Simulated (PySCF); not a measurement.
CH3ClF2Sn, singlet, at the geometry of the source list (all electrons, no relativity), with bond 3-2 at 1.8 times its length; CASSCF(2,3)+NEVPT2/STO-3G (PySCF).

Here is a job for PySCF.
```python
from pyscf import gto, scf, mcscf, mrpt
import numpy

mol = gto.M(
    atom='''
C    -1.29740000   -0.15200000    0.01960000
Sn    0.89560000    0.05770000   -0.05110000
F     2.15974000   -0.17270000    3.28574000
F     1.32020000    1.93210000   -0.54100000
Cl    2.30640000   -1.22900000   -1.31650000
H    -1.50800000   -1.20420000    0.16120000
H    -1.67160000    0.21700000   -0.92790000
H    -1.64320000    0.44870000    0.85290000
''',
    basis='sto-3g',
    verbose=4,
)

mf = scf.RHF(mol)
mf.kernel()
mc = mcscf.CASSCF(mf, 3, 2)
mc.fix_spin_(ss=0.0)
mc.kernel()
occ = numpy.linalg.eigvalsh(mc.fcisolver.make_rdm1(mc.ci, mc.ncas, mc.nelecas))[::-1]
ss = mc.fcisolver.spin_square(mc.ci, mc.ncas, mc.nelecas)[0]
print('natural occupations', occ.round(4), ' <S^2>', round(ss, 4))
e2 = mrpt.NEVPT(mc).kernel()
print('E(NEVPT2) = %.10f' % (mc.e_tot + e2))
```

It wrote (shortened):

```
PySCF version 2.14.0

[INPUT] verbose = 4
[INPUT] num. atoms = 8
[INPUT] num. electrons = 94
[INPUT] charge = 0
[INPUT] spin (= nelec alpha-beta = 2S) = 0
[INPUT] symmetry False subgroup None
[INPUT] Mole.unit = angstrom
[INPUT] Symbol           X                Y                Z      unit          X                Y                Z       unit  Magmom
[...]
nuclear repulsion = 585.272573837346
number of shells = 28
number of NR pGTOs = 162
number of NR cGTOs = 54
basis = sto-3g
ecp = {}

******** <class 'pyscf.scf.hf.RHF'> ********
method = RHF
initial guess = minao
damping factor = 0
level_shift factor = 0
DIIS = <class 'pyscf.scf.diis.CDIIS'>
diis_start_cycle = 1
diis_space = 8
diis_damp = 0
SCF conv_tol = 1e-09
SCF conv_tol_grad = None
SCF max_cycles = 50
direct_scf = True
direct_scf_tol = 1e-13
Set gradient conv threshold to 3.16228e-05
Initial guess from minao.
init E= -6635.13256428046
[...]
cycle= 1 E= -6652.5704302779  delta_E= -17.4  |g|= 0.484  |ddm|=  3.1

WARN: HOMO 0.198698726267422 == LUMO 0.198853865683408

cycle= 2 E= -6648.44322584296  delta_E= 4.13  |g|= 1.14  |ddm|= 5.69
[...]
cycle= 3 E= -6652.71620742481  delta_E= -4.27  |g|= 0.162  |ddm|= 5.82
[...]
cycle= 4 E= -6652.70435680635  delta_E= 0.0119  |g|= 0.388  |ddm|= 2.83
[...]
cycle= 5 E= -6652.65119115121  delta_E= 0.0532  |g|= 0.388  |ddm|= 0.272
[...]
cycle= 6 E= -6652.67282164423  delta_E= -0.0216  |g|= 0.386  |ddm|= 0.0983
[...]
cycle= 7 E= -6652.66952128038  delta_E= 0.0033  |g|= 0.387  |ddm|= 0.0161
[...]
cycle= 8 E= -6652.67926963554  delta_E= -0.00975  |g|= 0.385  |ddm|= 0.0868
[...]
cycle= 9 E= -6652.6840563937  delta_E= -0.00479  |g|= 0.384  |ddm|= 0.0769
[...]
cycle= 10 E= -6652.68487059647  delta_E= -0.000814  |g|= 0.384  |ddm|= 0.0187
[...]
cycle= 11 E= -6652.75188761898  delta_E= -0.067  |g|= 0.355  |ddm|= 0.339
[...]
cycle= 12 E= -6652.63642930755  delta_E= 0.115  |g|= 0.413  |ddm|= 1.61
[...]
cycle= 13 E= -6649.01408788654  delta_E= 3.62  |g|= 1.58  |ddm|= 5.02
[...]
cycle= 14 E= -6652.67146956224  delta_E= -3.66  |g|= 0.376  |ddm|= 4.87
[...]
cycle= 15 E= -6652.65067740864  delta_E= 0.0208  |g|= 0.374  |ddm|= 0.101
[...]
cycle= 16 E= -6652.64729811735  delta_E= 0.00338  |g|= 0.374  |ddm|= 0.0175
[...]
cycle= 17 E= -6652.64582429317  delta_E= 0.00147  |g|= 0.374  |ddm|= 0.02
[...]
cycle= 18 E= -6652.65084992689  delta_E= -0.00503  |g|= 0.373  |ddm|= 0.144
[...]
cycle= 19 E= -6652.66075083593  delta_E= -0.0099  |g|= 0.366  |ddm|= 0.159
[...]
cycle= 20 E= -6652.67658761812  delta_E= -0.0158  |g|= 0.364  |ddm|=  0.1
[...]
cycle= 21 E= -6652.65003953131  delta_E= 0.0265  |g|= 0.361  |ddm|= 0.135
[...]
cycle= 22 E= -6652.66496487708  delta_E= -0.0149  |g|= 0.268  |ddm|= 3.22
[...]
cycle= 23 E= -6652.785654723  delta_E= -0.121  |g|= 0.161  |ddm|= 1.36
[...]
cycle= 24 E= -6649.25691761797  delta_E= 3.53  |g|= 1.72  |ddm|= 5.33
[...]
cycle= 25 E= -6652.82361965504  delta_E= -3.57  |g|= 0.0769  |ddm|= 5.16
[...]
cycle= 26 E= -6652.79127591013  delta_E= 0.0323  |g|= 0.152  |ddm|= 0.479
[...]
cycle= 27 E= -6652.79633477663  delta_E= -0.00506  |g|= 0.145  |ddm|= 0.06
[...]
cycle= 28 E= -6652.80676879687  delta_E= -0.0104  |g|= 0.129  |ddm|= 0.135
[...]
cycle= 29 E= -6652.81823174779  delta_E= -0.0115  |g|= 0.102  |ddm|= 0.179
[...]
cycle= 30 E= -6652.826857955  delta_E= -0.00863  |g|= 0.0635  |ddm|= 0.182
[...]
cycle= 31 E= -6652.82991025827  delta_E= -0.00305  |g|= 0.0389  |ddm|= 0.106
[...]
cycle= 32 E= -6652.83084698493  delta_E= -0.000937  |g|= 0.0281  |ddm|= 0.0546
[...]
cycle= 33 E= -6652.83122536108  delta_E= -0.000378  |g|= 0.0225  |ddm|= 0.0282
[...]
cycle= 34 E= -6652.83147992551  delta_E= -0.000255  |g|= 0.0231  |ddm|= 0.0659
[...]
cycle= 35 E= -6652.83112644961  delta_E= 0.000353  |g|= 0.00665  |ddm|= 0.265
[...]
cycle= 36 E= -6652.83035130858  delta_E= 0.000775  |g|= 0.0225  |ddm|= 0.183
[...]
cycle= 37 E= -6652.83039320354  delta_E= -4.19e-05  |g|= 0.0219  |ddm|= 0.0139
[...]
[...]
converged SCF energy = -6652.8308046792
CASCI E = -6653.10229592559  S^2 = 0.0000000
[...]
macro iter   5 (  6 JK    1 micro), CASSCF E = -6653.10625860831  dE = -2.72057150e-08  S^2 = 0.0000000
               |grad[o]|=0.000124  |grad[c]|=1.34e-05  |ddm|=1.9e-05  |maxRot[o]|=0.024
macro iter   6 (  7 JK    1 micro), CASSCF E = -6653.10625861869  dE = -1.03791535e-08  S^2 = 0.0000000
               |grad[o]|=0.000119  |grad[c]|=4.52e-06  |ddm|=8.55e-06  |maxRot[o]|=0.009
1-step CASSCF converged in   6 macro ( 74 JK  15 micro) steps
CASSCF canonicalization
Density matrix diagonal elements [8.74553919e-01 1.12467477e+00 7.71307322e-04]
CASSCF energy = -6653.10625861869
CASCI E = -6653.10625861869  E(CI) = -1.05111616737668  S^2 = 0.0000000
natural occupations [1.1296 0.8704 0.    ]  <S^2> 0.0

******** <class 'pyscf.mrpt.nevpt2.NEVPT'> ********
NEVPT2 (1e+1e, 3o), ncore = 46, nvir = 5
root = 0
Natural occ [1.12957514e+00 8.70423770e-01 1.09326063e-06]
Natural orbital (expansion on meta-Lowdin AOs) in CAS space
               #1        #2        #3
0 C 1s          -0.00069   0.00072   0.00163
0 C 2s           0.05549  -0.05726  -0.08709
0 C 2px          0.13516  -0.13866  -0.13110
0 C 2py          0.00763  -0.00779  -0.03437
0 C 2pz          0.01753  -0.01725   0.01929
1 Sn 1s         -0.00038   0.00038  -0.00017
1 Sn 2s          0.00144  -0.00150   0.00091
1 Sn 3s         -0.00376   0.00395  -0.00260
1 Sn 4s          0.01242  -0.01235   0.00377
1 Sn 5s         -0.33875   0.34722  -0.17904
1 Sn 2px         0.00032  -0.00032   0.00044
1 Sn 2py        -0.00012   0.00012  -0.00044
1 Sn 2pz         0.00076  -0.00075  -0.00050
1 Sn 3px        -0.00058   0.00063  -0.00308
1 Sn 3py         0.00036  -0.00039   0.00214
1 Sn 3pz        -0.00130   0.00142   0.00235
1 Sn 4px         0.00545  -0.00548   0.00966
1 Sn 4py        -0.00243   0.00248  -0.00910
1 Sn 4pz         0.01284  -0.01289  -0.01023
1 Sn 5px        -0.21172   0.21355  -0.51925
1 Sn 5py         0.09269  -0.09484   0.42503
1 Sn 5pz        -0.50226   0.50630   0.47727
1 Sn 3dxy       -0.00011   0.00011  -0.00114
1 Sn 3dyz        0.00014  -0.00015   0.00096
1 Sn 3dz^2      -0.00039   0.00040   0.00022
1 Sn 3dxz       -0.00029   0.00030  -0.00106
1 Sn 3dx2-y2     0.00022  -0.00023  -0.00034
1 Sn 4dxy        0.00331  -0.00344   0.03438
1 Sn 4dyz       -0.00467   0.00488  -0.02920
1 Sn 4dz^2       0.01381  -0.01380  -0.00556
1 Sn 4dxz        0.00964  -0.00986   0.03293
1 Sn 4dx2-y2    -0.00768   0.00781   0.00807
2 F 1s          -0.00010   0.00012   0.00002
2 F 2s           0.00778  -0.00403  -0.00105
2 F 2px          0.21419   0.21332   0.00283
2 F 2py         -0.01838  -0.01926  -0.00165
2 F 2pz          0.67862   0.66885   0.00143
3 F 1s          -0.00027   0.00029   0.00009
3 F 2s           0.01279  -0.01337  -0.00799
3 F 2px          0.02911  -0.02869   0.08706
3 F 2py         -0.08341   0.08446  -0.04361
3 F 2pz          0.11952  -0.11857  -0.09008
4 Cl 1s          0.00008  -0.00008   0.00042
4 Cl 2s         -0.00125   0.00132  -0.00719
4 Cl 3s          0.02857  -0.02972   0.17860
4 Cl 2px         0.00055  -0.00060   0.00688
4 Cl 2py        -0.00079   0.00083  -0.00649
4 Cl 2pz        -0.00288   0.00295  -0.00616
4 Cl 3px        -0.02359   0.02666  -0.28181
4 Cl 3py         0.03717  -0.03943   0.25571
4 Cl 3pz         0.15078  -0.15358   0.24140
5 H 1s           0.00105  -0.00113   0.01910
6 H 1s          -0.04932   0.05061   0.04174
7 H 1s           0.01091  -0.01103  -0.07124
<CAS-nat-orb|mo-hf>  47     48       0.98922743
<CAS-nat-orb|mo-hf>  48     47       0.98733201
<CAS-nat-orb|mo-hf>  49     49       0.65956081
<CAS-nat-orb|mo-hf>  49     51      -0.71214221
Sr    (-1)',   E = -0.00000005490043
Si    (+1)',   E = -0.00049986787025
Sijrs (0)  ,   E = -0.07485031565434
Sijr  (+1) ,   E = -0.01475209365283
Srsi  (-1) ,   E = -0.00293323958660
Srs   (-2) ,   E = -0.00000094164501
Sij   (+2) ,   E = -0.00447462990974
Sir   (0)' ,   E = -0.00134560124728
Nevpt2 Energy = -0.098856744466487
E(NEVPT2) = -6653.2051153632
```
